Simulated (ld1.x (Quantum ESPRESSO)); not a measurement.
# Before and after: RRKJ potential for selenium

ld1.x (Quantum ESPRESSO) 7.5 input, shortened:

```
&input
   title='Se', zed=34., rel=1, dft='PBE', iswitch=3,
   config='[Ar] 3d10 4s1.5 4p4.5'
 /
 &inputp
   pseudotype=2, tm=.false., lloc=0,
   nlcc=.true., new_core_ps=.true., rcore=0.80
 /
2
4P  2  1   4.50   0.00  1.45  1.45  0.0
4S  1  0   1.50   0.00  1.25  1.25  0.0
 &test
   configts(1)='4s1.5 4p4.5'
 /
```

Change: core [Ar], valence charge 16; reference 3d10 4s2 4p3; waves now 4s (bound): rc 1.30 bohr; 4p (bound): rc 1.85 bohr; 3d (bound): rc 0.90 bohr; local potential all-electron potential smoothed inside 1.20 bohr (lloc = -1); core correction none.

Cutoffs: the cutoffs (Ry, on a coarse ladder) from which the occupation-weighted sum of valence levels, in a spherical-Bessel basis at the reference potential, stays within 10 and 1 mRy of its value at 400 Ry; they do not see the model core or the augmentation charge, which bear on the density cutoff. Errors are all-electron minus pseudo energies relative to the spin-unpolarised reference configuration.

Task: What does the change do?

Result: The bound ghosts move from p to s; the number of tests that count goes from 7 to 5. Several settings change at once here, so the effects cannot be laid on one of them.

```csv
quantity,base,changed
"cutoff, loose",45 Ry,260 Ry
"cutoff, tight",100 Ry,over 300 Ry
bound ghosts,p,s
"tests counted (converged, no solver errors)",7 of 7,5 of 7
```

Changed file: Tests not counted: 3d10 4s2 4p1 (solver errors, printed error -26.3 eV); 3d9 4s2 4p4 (solver errors, printed error -2639 eV). A true bound ghost makes a file unfit for plane-wave use even where its test errors are small: the radial tests pick states by their node count and pass the ghost by. Where a test does run into it, the solver fails or the error is huge.
